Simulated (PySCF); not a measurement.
## Zn: excitation energy

Zn [Ar] 3d10 4s2 (1S) → Zn [Ar] 3d10 4s1 4p1 (3P), as a difference of total energies. All numbers are calculated (PySCF 2.14, scalar relativity through the core potential, in aug-cc-pwCVDZ-PP with ECP10MDF). Correlated levels: valence: 3s2 3p6 frozen. The calculations carry no spin-orbit coupling.

```tsv
method	excitation energy (cm⁻¹)
UHF	22041
MP2 (valence)	30782
SCS-MP2 (valence)	31608
CCSD (valence)	31127
CCSD(T) (valence)	31888
```

Errors of the correlated levels include the incompleteness of this basis and the frozen core.

For comparison: 32696 cm⁻¹ (measured; NIST levels, between the centres of gravity of the two terms).
